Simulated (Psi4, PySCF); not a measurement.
The PySCF input:
```python
from pyscf import gto, scf, cc

mol = gto.Mole()
mol.atom = '''
    C     1.520616    0.691102   -0.005370
    C     0.011604    0.831165    0.003177
    S    -0.761806   -0.837889    0.000775
    H    -2.020391   -0.404145    0.009138
    H    -0.330410    1.349655    0.898847
    H    -0.339868    1.356605   -0.884748
    H     1.984528    1.675249   -0.003995
    H     1.855539    0.144186    0.873179
    H     1.846181    0.151063   -0.891656
'''
mol.basis = 'sto-3g'
mol.charge = 0
mol.spin = 0
mol.verbose = 3
mol.build()

mf = scf.RHF(mol)
mf.kernel()

mycc = cc.CCSD(mf, frozen=7)
mycc.kernel()
et = mycc.ccsd_t()
print('E(CCSD(T)) = %.10f' % (mycc.e_tot + et))
```

### Question
Convert this to an input for Psi4.

### Answer
One answer among several that fit: 
```
memory 2 GB

molecule {
0 1
C     1.52061639    0.69110205   -0.00537013
C     0.01160357    0.83116525    0.00317706
S    -0.76180616   -0.83788851    0.00077464
H    -2.02039087   -0.40414507    0.00913826
H    -0.33041049    1.34965505    0.89884698
H    -0.33986788    1.35660473   -0.88474809
H     1.98452811    1.67524859   -0.00399531
H     1.85553895    0.14418625    0.87317856
H     1.84618103    0.15106283   -0.89165625
}

set {
  basis sto-3g
  freeze_core true
  mp2_type conv
  scf_type pk
  puream true
  d_convergence 1e-8
}

energy('ccsd(t)')
print_variables()
```

Both were run: PySCF gave -471.649698 Eh and Psi4 -471.649698 Eh, 0.000 mEh apart.
